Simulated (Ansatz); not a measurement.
**Two structures, one formula**

The two ends of one reaction step of SiH₃Cl₃O, closed shell (PBE0-D4/def2-TZVP).

A:

```json
{"atom": "Si1", "x (Å)": "-0.7988", "y (Å)": "0.0125", "z (Å)": "-0.6891"}
{"atom": "O2", "x (Å)": "0.7588", "y (Å)": "-0.4236", "z (Å)": "-0.7069"}
{"atom": "Cl3", "x (Å)": "-1.7133", "y (Å)": "-0.4560", "z (Å)": "-2.4406"}
{"atom": "Cl4", "x (Å)": "-0.8332", "y (Å)": "2.0084", "z (Å)": "-0.4064"}
{"atom": "Cl5", "x (Å)": "-1.8055", "y (Å)": "-0.9184", "z (Å)": "0.8084"}
{"atom": "H6", "x (Å)": "1.6934", "y (Å)": "0.4928", "z (Å)": "1.7667"}
{"atom": "H7", "x (Å)": "1.7276", "y (Å)": "0.6356", "z (Å)": "2.4987"}
{"atom": "H8", "x (Å)": "0.9708", "y (Å)": "-1.3514", "z (Å)": "-0.8308"}
```

B:

```tsv
atom	x (Å)	y (Å)	z (Å)
Si1	-0.7911	0.8591	0.1090
O2	1.6529	-1.0272	-0.0395
Cl3	-0.8969	0.1716	-1.8066
Cl4	-2.1638	2.3542	0.2999
Cl5	-1.3173	-0.6242	1.4038
H6	1.3988	-1.7458	0.5449
H7	0.5338	1.3983	0.4161
H8	1.5836	-1.3861	-0.9277
```

Computed with Ansatz 0.2.0 (basis: def2-TZVPP); correlated methods freeze the cores. B3LYP uses VWN-RPA correlation.

Question: Which structure is lower at CCSD(T), and by how much? (An estimate is asked for; the value comes from the calculation.)

Answer: Computed: A, by 0.760 eV (electronic energy, against the other). By their contacts, A is a complex of SiHCl₃O ([OH][Si]([Cl])([Cl])[Cl]) + H₂ and B is a complex of SiHCl₃ ([Cl][SiH]([Cl])[Cl]) + H₂O.

All methods give the same order:

| method | E(B) − E(A) (eV) |
| --- | --- |
| SPW92 | 0.678 |
| PBE-D4 | 0.700 |
| BLYP-D4 | 0.767 |
| r2SCAN-D4 | 0.809 |
| B97M-V | 0.806 |
| PBE0-D4 | 0.707 |
| B3LYP-D4 | 0.761 |
| r2SCAN0-D4 | 0.788 |
| BHLYP-D4 | 0.767 |
| CAM-B3LYP-D4 | 0.767 |
| wB97X-V | 0.745 |
| wB97M-V | 0.756 |
| B2PLYP | 0.773 |
| PBE-QIDH | 0.756 |
| RPA on PBE | 0.743 |
| HF | 0.761 |
| MP2 | 0.818 |
| CCSD | 0.743 |
| CCSD(T) | 0.760 |

T1 diagnostic: at most 0.010.

Labels in which every atom is bracketed show which atoms are joined, not bond orders.

For scale, one of the runs: CCSD(T)/def2-TZVPP, 241 basis functions, launched by `ansatz run in.yaml --threads 8 --pin off --events-out ev --progress --plain --max-ram 19148MiB`. Time: 69 s of wall clock on 8 CPU threads of an Arm Neoverse V1; the host was shared. Peak host memory: 4.3 GiB.
